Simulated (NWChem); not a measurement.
System: CH$_{5}$FO$_{2}$Si; SMILES O[SiH](OC)F

```xyz
10

Si     0.0359    -0.4925     0.3723
O      0.9317    -1.7178    -0.2494
F     -1.4926    -0.5493    -0.1372
O      0.6768     0.9272    -0.1505
C      0.0164     2.1867    -0.0653
H      0.0228    -0.6551     1.8351
H      1.2538    -1.5926    -1.1536
H     -0.0842     2.5101     0.9790
H      0.6245     2.9216    -0.5996
H     -0.9788     2.1467    -0.5233
```
Atoms are numbered in this order, from 1.

Program: NWChem. Pople sets run with spherical d functions. Structure relaxed at the B3LYP/6-31G* (spherical d) level. Atomic charges in e: unrestrained fits to the electrostatic potential beside Mulliken populations; buried atoms are poorly determined by the fit.

For level Hartree-Fock/6-31G*:

```yaml
ESP Si1: 1.29
Mulliken Si1: 1.51
ESP O2: -0.81
Mulliken O2: -0.88
Mulliken F3: -0.54
Mulliken O4: -0.78
Mulliken C5: -0.16
```

### Question
How do the values read with level B3LYP/def2-SVP instead?

### Answer
The ESP Si1 comes out as 1.11. The Mulliken Si1 is 0.90. The ESP O2 comes out as -0.70. The Mulliken O2 is -0.38 and the Mulliken F3 comes out as -0.34. The Mulliken O4 comes out as -0.49 and the Mulliken C5 comes out as 0.20.
